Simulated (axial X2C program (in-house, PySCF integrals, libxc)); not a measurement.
# Levels of AsF⁺ by electron attachment to AsF²⁺ (EOM-EA-CCSD)

Computed with an axial X2C code built on PySCF integrals: two-component X2C with atomic mean-field Coulomb and Gaunt terms, Gaussian nuclei, basis As dyall-acv3z, F dyall-av3z with contracted cores.

R = 1.528 Å (0.920 times 1.661 Å, the PBE0 minimum at charge 1 for the lowest determinant).

Levels of AsF⁺ obtained by attaching an electron to AsF²⁺:

| Ω | binding energy (eV) | above lowest (cm⁻¹) | attached spinor | one-particle weight |
| --- | --- | --- | --- | --- |
| 1/2 | 17.115 | 0 | 79% As pπ, 9% F pπ | 0.97 |
| 3/2 | 16.933 | 1470 | 79% As pπ, 9% F pπ | 0.97 |
| 1/2 | 12.253 | 39213 | 50% As pσ, 27% As dσ, 10% F sσ | 0.96 |
| 1/2 | 8.412 | 70192 | 81% As sσ, 6% As pσ | 0.98 |

**Question.** What is the splitting of the first π pair in the table, and is it regular or inverted?

**Answer.** E(3/2) − E(1/2) = 1470 − 0 = 1470 cm⁻¹ at EOM-EA-CCSD: regular, Ω = 1/2 lower. Splittings at this level can be off by ten to twenty per cent.

This point took 13 s on 1 thread of Intel(R) Xeon(R) Processor @ 2.30GHz, on a shared host.

Reference electrons by ω block (each with its −ω partner): 1/2: 14, 3/2: 5, 5/2: 1. 10 electrons of AsF²⁺ correlated (inner shells frozen), 92 natural virtual spinors (a truncated set); levels can be off by some tenths of an eV. Roots sought by Ω: (1/2: 5, 3/2: 4, 5/2: 2, 7/2: 1); the list ends where they run out and leaves out roots under 60 % one-particle weight. The solver can skip a root, and states that need a further excitation, which the method places far too high, are missing though they may lie low or lowest. T1 of the reference 0.025 (Lee–Taylor). The reference was not checked to be the lowest state of its species. Number of frozen shells: As 3 s, 2 p, 1 d; F 1 s. Left out with split weight: Ω = 3/2 at 8.45 eV (0.43), Ω = 5/2 at 8.43 eV (0.43).
